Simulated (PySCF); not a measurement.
**Static response to an electric field**

Compound: C4H8Si.
SMILES with atom numbers: `[SiH3:1][CH2:2][C:3]1=[CH:4][CH2:5]1` (hydrogens: H6, H7, H8 on Si1; H9, H10 on C2; H11 on C4; H12, H13 on C5)

Geometry (GFN2-xTB, Å), atoms numbered from 1 in this order:
```
atom  x, y, z in Å
Si1   -1.903    0.220    0.474
C2    -0.616   -0.023   -0.924
C3     0.739    0.060   -0.396
C4     1.866    0.675   -0.182
C5     1.737   -0.687    0.440
H6    -3.234    0.051   -0.111
H7    -1.754    1.566    1.026
H8    -1.682   -0.784    1.514
H9    -0.759    0.731   -1.701
H10   -0.771   -1.005   -1.376
H11    2.515    1.505   -0.307
H12    1.587   -0.775    1.512
H13    2.272   -1.531    0.014
```

Level: CAM-B3LYP/def2-SVPD (PySCF), static field, nuclei fixed, core orbitals frozen in the response. The polarisability tensor in these axes (au):

```
x   88.59  1.40  0.84
y    1.40 66.34 -2.49
z    0.84 -2.49 64.17
```

**Question.** What are the eigenvalues, a third of the trace, and Δα (Δα² = ½Σ(αi − αj)² over the three pairs)?

**Answer.** Principal values 62.45, 67.95 and 88.70 au; mean 73.04 au = 10.82 Å³ = 12.04 × 10⁻⁴⁰ C²·m²/J; Δα = 23.98 au (33 % of the mean).

**Question.** What is the dipole moment, and where does it point?

**Answer.** (-0.58, 0.24, -0.60) D, 0.87 D in size, pointing from the negative to the positive side. Measured along this direction, the outermost atoms are H12 at the negative end and H6 at the positive end.

**Question.** Refractivity n − 1 of an ideal gas of it at 500 K and 1 atm, from the electronic α?

**Answer.** N = p/kT = 1.4678 × 10¹⁹ cm⁻³, so n − 1 = 2π × N × 10.82 × 10⁻²⁴ cm³ = 998 × 10⁻⁶ at long wavelengths.

**Question.** Directions of the eigenvectors, and the extent of the frame along each?

**Answer.** Largest value along (1.00, 0.06, 0.03), where the nuclei span 5.82 Å; middle along (-0.03, 0.83, -0.55), 3.11 Å; least along (-0.06, 0.55, 0.83), 3.47 Å. The strongest response lies along the longest span, while the other two are in reverse order.

**Question.** Find the Langevin capture rate constant for NH4+ (18.034 u) meeting this molecule (84.040 u), k = 2.342 × 10⁻⁹ cm³/s × √(α in Å³ / reduced mass in u).

**Answer.** The reduced mass is 14.85 u, so k = 2.00 × 10⁻⁹ cm³/s. The formula leaves out the permanent dipole, which adds to the capture rate.

**Question.** Give the eigenvalues of the traceless quadrupole moment Θ = ½Σq(3rr − r²1), origin at the centre of nuclear charge.

**Answer.** -2.49, 0.28, 2.20 D·Å. The values depend on the origin, since the dipole doesn't vanish. The electronic extent ⟨r²⟩ about the same centre is 672 bohr², a root-mean-square distance of 2.02 Å for the 46 electrons.

**Question.** What depolarisation ratio follows for Rayleigh scattering of linearly polarised light, taking the static tensor?

**Answer.** ρ = 3Δα²/(45ᾱ² + 4Δα²) = 1724.6/(240036 + 2299.4) = 0.00712.

Geometry: GFN2-xTB, one conformer, isolated molecule.

The run behind these numbers computed excited states as well. Hardware: an Arm Neoverse V2 with one thread, no GPU, shared host with 48 logical CPUs at a one-minute load of 40. Cost: 21 s of wall time, 0.73 GiB resident at most.
